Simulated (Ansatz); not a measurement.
Reaction (cleavage of the B–Si bond): `OCB[SiH3]` + `O[SiH3]` → `OCBO[SiH3]` + SiH₄

Isolated molecules relaxed with PBE0-D4/def2-TZVP in Ansatz; ΔE leaves out vibrations. CCSD(T)/CBS is the MP2 limit (def2-TZVPP, def2-QZVPP) plus CCSD(T) − MP2 in def2-TZVPP, frozen cores. This one scheme is used for every species. DFT in def2-TZVPP. One conformer a species, not always the lowest.

Is it downhill or uphill in electronic energy at CCSD(T)/CBS, and by how much? (An estimate is asked.)

Computed: Downhill: ΔE = -1.64 eV.

What do these levels give: r2SCAN-D4, PBE0-D4, B2PLYP, PBE, PBE0, SCS-MP2/def2-TZVPP, CCSD(T)/def2-TZVPP, HF/def2-QZVPP, MP2/def2-QZVPP, HF/CBS(def2), MP2/CBS(def2), CCSD/CBS(def2)? (Estimate.)

Ansatz gave: r2SCAN-D4 -1.60, PBE0-D4 -1.54, B2PLYP -1.71, PBE -1.48, PBE0 -1.54, SCS-MP2/def2-TZVPP -1.74, CCSD(T)/def2-TZVPP -1.68, HF/def2-QZVPP -1.85, MP2/def2-QZVPP -1.70, HF/CBS(def2) -1.85, MP2/CBS(def2) -1.68, CCSD/CBS(def2) -1.65 eV.

Largest T1 diagnostic among the species: 0.012.

From PBE to PBE0 (25 % exact exchange), in def2-TZVPP and without D4, ΔE moves by −0.06 eV. In def2-TZVPP, CCSD(T) changes the Hartree–Fock value by +0.16 eV (the triples alone add +0.01 eV) and MP2 by +0.12 eV.
